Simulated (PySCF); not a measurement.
H₂S, SMILES S. Heavy atoms are numbered as in [SH2:1]. Hydrogens are named by the atom that carries them.

The structure is a stationary point at B3LYP-D3(BJ)/def2-TZVP.

Computed with B3LYP/pcSseg-1 in PySCF.

GIAO shieldings, no solvent; atoms alike by connectivity are averaged. δ = σ(ref) − σ: ¹H against TMS (σ = 31.68 ppm), references at their B3LYP-D3(BJ)/def2-TZVP geometries, non-relativistic.

| nucleus | atoms | count | δ (ppm) |
|---|---|---|---|
| ¹H | H on S1 | 2 | 0.90 |
